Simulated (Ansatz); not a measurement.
CHBFN (`N#CBF`), relaxed with RKS PBE-D4/def2-SVP in Ansatz from a rough embedded geometry. The force threshold is 0.03 eV/Å; the program also tests the step.

Charge 0, multiplicity 1.

Start:

```xyz
5

N     1.201    0.475   -1.723
C     0.542    0.233   -0.738
B    -0.333   -0.098    0.504
F    -0.210   -1.275    1.157
H    -1.200    0.665    0.800
```

Task: By how much does the energy fall, and how many steps does the optimiser take? (An estimate is asked.)

Result: Computed: 0.11 eV, in 5 steps, 1 of them rejected.

Task: Which bonds change most? (An estimate is asked.)

Result: Ansatz gave: N1–C2 from 1.210 to 1.174 Å; B3–F4 from 1.351 to 1.322 Å; B3–H5 from 1.193 to 1.214 Å; C2–B3 from 1.555 to 1.552 Å.

Task: Give the relaxed structure. (Estimate.)

Result: Computed: 
```xyz
5

N     1.200    0.474   -1.687
C     0.547    0.195   -0.752
B    -0.356   -0.106    0.474
F    -0.181   -1.240    1.130
H    -1.211    0.677    0.835
```
